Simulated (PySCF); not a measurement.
**How methods differ on the excitation energy of As⁺**

As⁺ [Ar] 3d10 4s2 4p2 (3P) → As⁺ [Ar] 3d10 4s1 4p3 (5S), as a difference of total energies. Calculation: PySCF 2.14, in aug-cc-pVDZ-PP with ECP10MDF (5s4p3d, 32 functions); scalar relativity through the core potential. Correlated levels: valence: 3s2 3p6 3d10 frozen. The calculations carry no spin-orbit coupling.

```tsv
method	excitation energy (eV)	error (eV)
UHF	4.881	-1.696
LDA	7.583	+1.006
PBE	7.303	+0.726
PBE0	6.866	+0.289
r2SCAN	6.527	-0.050
LC-wPBE	6.784	+0.207
wB97M-V	7.088	+0.511
wB97X	7.643	+1.066
MN15	6.892	+0.315
MP2 (valence)	5.653	-0.924
SCS-MP2 (valence)	5.983	-0.594
```

Reference: 6.577 eV (measured; NIST levels, between the centres of gravity of the two terms).

Errors of the correlated levels include the incompleteness of this basis and the frozen core.
